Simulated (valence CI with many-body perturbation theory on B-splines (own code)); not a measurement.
## Zn25+: electric-dipole lines

Computed by relativistic CI+MBPT: three valence electrons over a frozen Dirac-Fock core [He], radial functions for each j: 11 s, 11 p, 10 d, 8 f, 5 g, 2 h, with the one-electron correlation potential Σ1 (screened to all orders), the two-electron term Σ2, the three-electron term Σ3, Breit, model QED; selected single and double excitations, second order for the rest, scaled by the run's own slope (own B-spline code, finite nucleus).

No measured levels were compared; by estimate levels of excited configurations hold to 0.05 to 0.15 % of their energy, terms of the ground configuration to about 0.5 %.

Lines 201 to 250 of 577 in falling wavelength, among levels below 16506 × 10³ cm⁻¹, chosen from the strongest by gf and those to the six lowest levels. Wavelengths and rates use the calculated energies, so an error of 900 cm⁻¹ moves a line at 27.02 Å by 0.024 % and its rate by three times that or more. Electric multipoles are in the length gauge, E1 and E2 with the static RPA response of the core. Weak lines are less certain than strong ones. Lines between different terms over intervals too small for the method are left out, as are lines whose strength nearly cancels. Where a level lies close to another of its J and parity, the split of strength between their lines is uncertain. The highest levels of a list are the least certain.

Levels are named by their leading jj configuration (3d3/2^4 stands for four electrons in 3d with j = 3/2), which in mixed levels can hold well under half, so a name can repeat and another be missing. Letters in brackets count levels of one name in rising energy.

| λ vac (Å) | Upper | Lower | A (s⁻¹) | log gf | Branch % |
| --- | --- | --- | --- | --- | --- |
| 27.02 | (2s 2p3/2 4f5/2) J=7/2 [b] | (2s 2p3/2 3d5/2) J=5/2 [b] | 5.45e+11 | -0.32 | 8.5 |
| 27.01 | (2s 2p3/2 4f7/2) J=5/2 [a] | (2s 2p3/2 3d5/2) J=5/2 [a] | 1.68e+12 | 0.04 | 25.8 |
| 27.00 | (2s 2p3/2 4s) J=5/2 [a] | (2s 2p3/2 3p1/2) J=5/2 | 3.13e+11 | -0.69 | 4.5 |
| 26.97 | (2s 2p3/2 4s) J=5/2 [a] | (2s 2p3/2 3p3/2) J=7/2 | 2.49e+11 | -0.79 | 3.6 |
| 26.94 | (2s 2p3/2 4f7/2) J=5/2 [b] | (2s 2p3/2 3d5/2) J=5/2 [b] | 8.89e+11 | -0.24 | 13.5 |
| 26.92 | (2s 2p3/2 4f7/2) J=5/2 [b] | (2p1/2^2 3p3/2) J=3/2 | 6.59e+11 | -0.37 | 10.0 |
| 26.91 | (2s 2p3/2 4f5/2) J=5/2 [b] | (2s 2p3/2 3d3/2) J=3/2 [b] | 5.07e+12 | 0.52 | 76.7 |
| 26.90 | (2s 2p1/2 4f5/2) J=3/2 | (2s 2p1/2 3d3/2) J=1/2 | 4.41e+12 | 0.28 | 67.1 |
| 26.89 | (2s 2p3/2 4s) J=5/2 [b] | (2s 2p3/2 3p3/2) J=7/2 | 2.62e+11 | -0.77 | 6.7 |
| 26.89 | (2s^2 4f5/2) J=5/2 | (2s^2 3d5/2) J=5/2 | 4.34e+11 | -0.55 | 6.6 |
| 26.87 | (2s 2p1/2 4d5/2) J=7/2 | (2s 2p3/2 3p1/2) J=5/2 | 1.48e+11 | -0.89 | 1.3 |
| 26.86 | (2s^2 4f7/2) J=7/2 | (2s^2 3d5/2) J=5/2 | 6.51e+12 | 0.75 | 99.1 |
| 26.86 | (2s 2p1/2 4f5/2) J=3/2 | (2s 2p1/2 3d3/2) J=3/2 [b] | 1.52e+12 | -0.18 | 23.1 |
| 26.85 | (2s 2p3/2 4f5/2) J=5/2 [a] | (2s 2p3/2 3d3/2) J=3/2 [a] | 2.70e+12 | 0.24 | 40.9 |
| 26.84 | (2s 2p3/2 4f5/2) J=3/2 [a] | (2s 2p3/2 3d3/2) J=1/2 [a] | 1.89e+12 | -0.09 | 28.7 |
| 26.84 | (2s 2p1/2 4f7/2) J=5/2 | (2s 2p1/2 3d3/2) J=3/2 [b] | 4.56e+12 | 0.47 | 69.2 |
| 26.84 | (2s 2p3/2 4f5/2) J=5/2 [b] | (2s 2p3/2 3d3/2) J=5/2 [b] | 8.93e+11 | -0.24 | 13.5 |
| 26.82 | (2s 2p3/2 4f5/2) J=1/2 | (2s 2p3/2 3d3/2) J=1/2 [a] | 5.06e+12 | 0.04 | 76.5 |
| 26.81 | (2s 2p3/2 4f5/2) J=3/2 [a] | (2s 2p3/2 3d3/2) J=3/2 [a] | 3.47e+12 | 0.18 | 52.7 |
| 26.81 | (2s 2p3/2 4f7/2) J=7/2 [b] | (2s 2p3/2 3d3/2) J=5/2 [b] | 3.58e+11 | -0.51 | 5.4 |
| 26.81 | (2s 2p3/2 4f7/2) J=7/2 [b] | (2s 2p3/2 3d5/2) J=7/2 [b] | 7.69e+11 | -0.18 | 11.7 |
| 26.79 | (2s 2p3/2 4f5/2) J=7/2 [a] | (2s 2p3/2 3d3/2) J=5/2 [a] | 4.09e+12 | 0.55 | 62.2 |
| 26.79 | (2s 2p3/2 4f5/2) J=3/2 [b] | (2s 2p3/2 3d3/2) J=3/2 [b] | 8.94e+11 | -0.42 | 13.6 |
| 26.78 | (2s 2p3/2 4f5/2) J=1/2 | (2s 2p3/2 3d3/2) J=3/2 [a] | 1.42e+12 | -0.51 | 21.5 |
| 26.78 | (2s 2p3/2 4f7/2) J=5/2 [a] | (2s 2p3/2 3d3/2) J=3/2 [a] | 4.10e+11 | -0.58 | 6.3 |
| 26.77 | (2s 2p3/2 4f5/2) J=5/2 [a] | (2s 2p3/2 3d3/2) J=5/2 [a] | 2.59e+12 | 0.22 | 39.4 |
| 26.77 | (2s 2p1/2 4f5/2) J=7/2 | (2s 2p1/2 3d5/2) J=7/2 | 4.61e+11 | -0.40 | 7.0 |
| 26.77 | (2s 2p3/2 4f5/2) J=7/2 [b] | (2s 2p3/2 3d3/2) J=5/2 [b] | 5.30e+12 | 0.66 | 82.2 |
| 26.77 | (2s 2p3/2 4f5/2) J=7/2 [b] | (2s 2p3/2 3d5/2) J=7/2 [b] | 1.52e+11 | -0.88 | 2.4 |
| 26.75 | (2s^2 4f5/2) J=5/2 | (2s^2 3d3/2) J=3/2 | 6.10e+12 | 0.59 | 92.5 |
| 26.75 | (2s 2p1/2 4f5/2) J=5/2 [a] | (2s 2p1/2 3d3/2) J=5/2 | 1.96e+11 | -0.90 | 3.0 |
| 26.75 | (2s 2p1/2 4f7/2) J=9/2 | (2s 2p1/2 3d5/2) J=7/2 | 6.05e+12 | 0.81 | 93.1 |
| 26.74 | (2s 2p3/2 4f7/2) J=9/2 [b] | (2s 2p3/2 3d5/2) J=7/2 [b] | 6.16e+12 | 0.82 | 95.3 |
| 26.74 | (2s 2p1/2 4f5/2) J=7/2 | (2s 2p1/2 3d5/2) J=5/2 [a] | 1.86e+12 | 0.20 | 28.3 |
| 26.73 | (2s 2p3/2 4f5/2) J=7/2 [a] | (2s 2p3/2 3d5/2) J=7/2 [a] | 1.69e+12 | 0.16 | 25.8 |
| 26.73 | (2s 2p3/2 4f5/2) J=3/2 [a] | (2s 2p3/2 3d3/2) J=5/2 [a] | 6.69e+11 | -0.54 | 10.1 |
| 26.73 | (2s 2p3/2 4f7/2) J=9/2 [a] | (2s 2p3/2 3d5/2) J=7/2 [a] | 5.06e+12 | 0.73 | 76.8 |
| 26.72 | (2s 2p1/2 4f7/2) J=5/2 | (2s 2p1/2 3d5/2) J=5/2 [a] | 7.68e+11 | -0.31 | 11.7 |
| 26.72 | (2s 2p1/2 4f7/2) J=7/2 [a] | (2s 2p1/2 3d3/2) J=5/2 | 2.94e+12 | 0.40 | 45.4 |
| 26.72 | (2s 2p3/2 4f5/2) J=5/2 [a] | (2s 2p3/2 3d5/2) J=7/2 [a] | 2.88e+11 | -0.73 | 4.4 |
| 26.70 | (2s 2p1/2 4f7/2) J=7/2 [b] | (2s 2p1/2 3d5/2) J=7/2 | 4.11e+11 | -0.45 | 6.4 |
| 26.69 | (2s 2p3/2 4f7/2) J=7/2 [a] | (2s 2p3/2 3d5/2) J=7/2 [a] | 4.81e+11 | -0.39 | 7.4 |
| 26.67 | (2s 2p1/2 4f7/2) J=7/2 [b] | (2s 2p1/2 3d5/2) J=5/2 [a] | 1.22e+12 | 0.02 | 19.0 |
| 26.53 | (2s 2p1/2 4f5/2) J=5/2 [a] | (2s 2p1/2 3d3/2) J=3/2 [a] | 5.00e+12 | 0.50 | 76.1 |
| 26.52 | (2s 2p3/2 4f7/2) J=9/2 [a] | (2s 2p3/2 3d5/2) J=9/2 | 1.26e+12 | 0.12 | 19.1 |
| 26.48 | (2s 2p3/2 4f7/2) J=11/2 | (2s 2p3/2 3d5/2) J=9/2 | 6.57e+12 | 0.92 | 100.0 |
| 26.41 | (2s 2p1/2 4f5/2) J=7/2 | (2s 2p1/2 3d3/2) J=5/2 | 3.21e+12 | 0.43 | 48.8 |
| 26.39 | (2s 2p1/2 4f7/2) J=5/2 | (2s 2p1/2 3d3/2) J=5/2 | 4.10e+11 | -0.59 | 6.2 |
| 26.35 | (2s 2p1/2 4f5/2) J=5/2 [b] | (2s 2p1/2 3d3/2) J=5/2 | 2.55e+11 | -0.80 | 3.9 |
| 26.21 | (2s 2p3/2 4d3/2) J=7/2 | (2s 2p3/2 3p3/2) J=5/2 [a] | 2.61e+11 | -0.67 | 1.8 |
